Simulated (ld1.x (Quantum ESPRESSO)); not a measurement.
# platinum: RRKJ pseudisation with LDA (PZ), fully relativistic reference atom.

ld1.x (Quantum ESPRESSO) 7.5 was run on this input:

```
&input
   title='Pt', zed=78., rel=2, dft='PZ', iswitch=3,
   config='[Xe] 4f14 5d9 6s1 6p0', rel_dist='average',
   nld=7, rlderiv=1.65, eminld=-10.0, emaxld=5.0, deld=0.04
 /
 &inputp
   pseudotype=2, tm=.false., rho0=0.02, lloc=2,
   nlcc=.false.,
   file_pseudopw='Pt.UPF', file_wfcaegen='ae.wfc', file_wfcncgen='nc.wfc', file_beta='beta', file_chi='chi'
 /
4
5S  1  0   2.00   0.00  0.95  0.95  0.0
5P  2  1   6.00   0.00  1.45  1.45  0.0
4F  4  3  14.00   0.00  0.55  0.55  0.0
5D  3  2   9.00   0.00  1.50  1.50  0.0
 &test
   configts(1)='4f14 5s2 5p6 5d9 6s1 6p0'
 /
```

Command:

```bash
ld1.x < Pt.in > Pt.out
```

Output (shortened: banner, matrices, multipoles, cross overlaps and the repeated all-electron block are left out):

```
[... start of the log left out ...]
 state nlj           5           2   1.5000000000000000       not converged
 state nlj           5           2   2.5000000000000000       not converged
 state nlj           5           1  0.50000000000000000       not converged
 state nlj           5           1   1.5000000000000000       not converged
 state nlj           4           3   2.5000000000000000       not converged
 state nlj           4           3   3.5000000000000000       not converged
 state nlj           5           2   1.5000000000000000       not converged
 state nlj           5           2   2.5000000000000000       not converged
 state nlj           6           0  0.50000000000000000       not converged
 state nlj           6           1  0.50000000000000000       not converged
 state nlj           6           1   1.5000000000000000       not converged
 classical turning point too close to mesh           6           1           1
 classical turning point too close to mesh           6           1          -2
     Computing logarithmic derivative in   1.64800

       Warning: n=4, l=3 expected 0 nodes, found 1
       Setting wfc to zero for this iteration
       (This warning will only be printed once per wavefunction)

       Warning: n=1, l=0 expected 0 nodes, found 3
       Setting wfc to zero for this iteration
       (This warning will only be printed once per wavefunction)

       Warning: n=2, l=1 expected 0 nodes, found 1
       Setting wfc to zero for this iteration
       (This warning will only be printed once per wavefunction)

     [... 2 repeated lines left out ...]
       (This warning will only be printed once per wavefunction)

 %%%%%%%%%%%%%%%%%%%%%%%%%%%%%%%%%%%%%%%%%%%%%%%%%%%%%%%%%%%%%%%%%%%%%%%%%%%%%%
     Error in routine run_pseudo (1):
     Errors in PS-KS equation
 %%%%%%%%%%%%%%%%%%%%%%%%%%%%%%%%%%%%%%%%%%%%%%%%%%%%%%%%%%%%%%%%%%%%%%%%%%%%%%

     stopping ...
```

The run stopped because the pseudo-atom solver did not find the valence states with the expected number of nodes, which is the usual sign of a ghost state.

The run took about 2.2 s on one core of a shared server CPU.
